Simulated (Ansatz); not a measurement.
One change: `N[SiH]([SiH3])O[SiH3]` becomes `N[SiH]([SiH3])Br`.

Ansatz, PBE0-D4/def2-TZVP geometries, multiplicity 1. Each molecule was computed in one conformer, which needn't be the lowest.

Scalar relativity is left out up to krypton.

```
                                        property  `N[SiH]([SiH3])O[SiH3]`
             HOMO–LUMO gap (PBE/def2-TZVPP) / eV                     5.41
size of the dipole moment (B3LYP/def2-TZVPP) / D                     1.70
             LUMO energy (B3LYP/def2-TZVPP) / eV                    -0.35
           LUMO energy (ωB97M-V/def2-TZVPP) / eV                     1.49
           HOMO–LUMO gap (B3LYP/def2-TZVPP) / eV                     7.13
               LUMO energy (PBE/def2-TZVPP) / eV                    -0.98
```

Question: What does the change do to each property? (An estimate is asked.)

Answer: The calculation gave: 
| property | `N[SiH]([SiH3])Br` | shift |
| --- | --- | --- |
| HOMO–LUMO gap (PBE/def2-TZVPP) / eV | 5.38 | -0.03 |
| size of the dipole moment (B3LYP/def2-TZVPP) / D | 2.07 | 0.37 |
| LUMO energy (B3LYP/def2-TZVPP) / eV | -0.48 | -0.13 |
| LUMO energy (ωB97M-V/def2-TZVPP) / eV | 1.38 | -0.11 |
| HOMO–LUMO gap (B3LYP/def2-TZVPP) / eV | 7.04 | -0.09 |
| LUMO energy (PBE/def2-TZVPP) / eV | -1.12 | -0.14 |

With PBE0 the HOMO falls by 0.05 eV and the LUMO falls by 0.14 eV, so the gap narrows by about 0.09 eV. PBE moves the HOMO by -0.11 eV and ωB97M-V by -0.02 eV. Dipoles are sizes alone; their direction can turn.

B3LYP here is the variant with VWN-RPA as its local correlation; programs differ in this.

Spin–orbit coupling is left out; it splits and shifts lone-pair levels of the heavy atoms by tenths of an eV.
